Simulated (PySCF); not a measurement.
PySCF 2.14 output of an unrestricted TPSSh calculation on a single atom or ion in x2c-TZVPPall with one added diffuse shell each of s, p, d, f type (12s8p8d5f2g, 129 functions), with the spin-free X2C one-electron Hamiltonian (Gaussian nucleus):

```
SCF conv_tol = 1e-09
number electrons alpha = 32  beta = 27
    V. N. Staroverov, G. E. Scuseria, J. Tao, and J. P. Perdew.,  J. Chem. Phys. 119, 12129 (2003)
cycle= 1 E= -9236.03741377363  delta_E= 0.0635  |g|= 0.524  |ddm|= 0.85
cycle= 2 E= -9235.80672316406  delta_E= 0.231  |g|= 1.16  |ddm|= 1.39
cycle= 3 E= -9236.0908562518  delta_E= -0.284  |g|= 0.302  |ddm|= 0.758
cycle= 4 E= -9236.11486864371  delta_E= -0.024  |g|= 0.137  |ddm|= 0.488
cycle= 5 E= -9236.12286520067  delta_E= -0.008  |g|= 0.0383  |ddm|= 0.252
cycle= 6 E= -9236.12321680286  delta_E= -0.000352  |g|= 0.029  |ddm|= 0.0514
cycle= 7 E= -9236.12378250259  delta_E= -0.000566  |g|= 0.0128  |ddm|= 0.0908
cycle= 8 E= -9236.12382231219  delta_E= -3.98e-05  |g|= 0.0193  |ddm|= 0.0342
cycle= 9 E= -9236.12395770421  delta_E= -0.000135  |g|= 0.00931  |ddm|= 0.0178
cycle= 10 E= -9236.12414225278  delta_E= -0.000185  |g|= 0.00659  |ddm|= 0.0748
cycle= 11 E= -9236.12416522113  delta_E= -2.3e-05  |g|= 0.0105  |ddm|= 0.0659
cycle= 12 E= -9236.1241655994  delta_E= -3.78e-07  |g|= 0.00955  |ddm|= 0.04
cycle= 13 E= -9236.12421398971  delta_E= -4.84e-05  |g|= 0.00307  |ddm|= 0.0318
cycle= 14 E= -9236.12420918657  delta_E= 4.8e-06  |g|= 0.00413  |ddm|= 0.00351
cycle= 15 E= -9236.12421476406  delta_E= -5.58e-06  |g|= 0.00148  |ddm|= 0.00591
cycle= 16 E= -9236.12420655966  delta_E= 8.2e-06  |g|= 0.00427  |ddm|= 0.00985
cycle= 17 E= -9236.12420942769  delta_E= -2.87e-06  |g|= 0.00213  |ddm|= 0.00898
cycle= 18 E= -9236.12420643836  delta_E= 2.99e-06  |g|= 0.0011  |ddm|= 0.0266
cycle= 19 E= -9236.12420753947  delta_E= -1.1e-06  |g|= 0.000263  |ddm|= 0.00941
cycle= 20 E= -9236.12420746125  delta_E= 7.82e-08  |g|= 0.000498  |ddm|= 0.00415
cycle= 21 E= -9236.12420756374  delta_E= -1.02e-07  |g|= 5.24e-05  |ddm|= 0.00201
cycle= 22 E= -9236.12420756401  delta_E= -2.76e-10  |g|= 9.39e-06  |ddm|= 0.000654
converged SCF energy = -9236.12420756401  <S^2> = 8.7515016  2S+1 = 6.0005005
```

The run itself started from symmetry-adapted Hartree-Fock orbitals and held the occupation by maximum overlap, on a logarithmic radial grid, so the iterations belong to that start.

Task: Which element, charge and spin multiplicity is this?

Result: Pr (praseodymium, neutral), multiplicity 6; the state was [Xe] 4f3 5d2, one real determinant (an excited configuration).

⟨L²⟩ = 44.48 against 90 for a pure M term, so this real determinant mixes terms. Spin-orbit coupling, absent here, splits the open shell strongly.
